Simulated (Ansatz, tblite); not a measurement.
Cost and result up the ladder for TiH2Cl2 (5 atoms). The state is a singlet with charge 0. Geometry: r2SCAN-D4/def2-TZVP.

```xyz
5

Ti    0.022    0.023   -0.053
H     1.158   -0.740   -1.040
H    -0.438    1.503   -0.719
Cl    1.001    0.450    1.834
Cl   -1.742   -1.237   -0.022
```

Ansatz on 4 threads of Arm Neoverse V2 on a shared host; xTB runs through tblite on one thread. Times are rough, summed over both states, and most runs start from the orbitals of an earlier one. PBE0-D4/def2-TZVP serves as the yardstick here, not as an exact answer. The other state is a triplet.

The xTB rows come from tblite.

xTB has no spin-polarisation term.

```
                         level  functions  wall time
                      GFN2-xTB         29    0.005 s
                      GFN1-xTB         31    0.007 s
PBE-D4/def2-TZVP (with forces)        131      2.6 s
             PBE0-D4/def2-TZVP        131      5.8 s
           r2SCAN-D4/def2-TZVP        131      6.1 s
```

Estimate what each level gives for the vertical triplet (eV).


```
                         level  vertical triplet (eV)  difference from PBE0-D4/def2-TZVP (eV)
                      GFN2-xTB                   2.56                                   -0.14
                      GFN1-xTB                   2.23                                   -0.46
PBE-D4/def2-TZVP (with forces)                   2.87                                    0.17
             PBE0-D4/def2-TZVP                   2.70                                    0.00
           r2SCAN-D4/def2-TZVP                   2.87                                    0.17
```
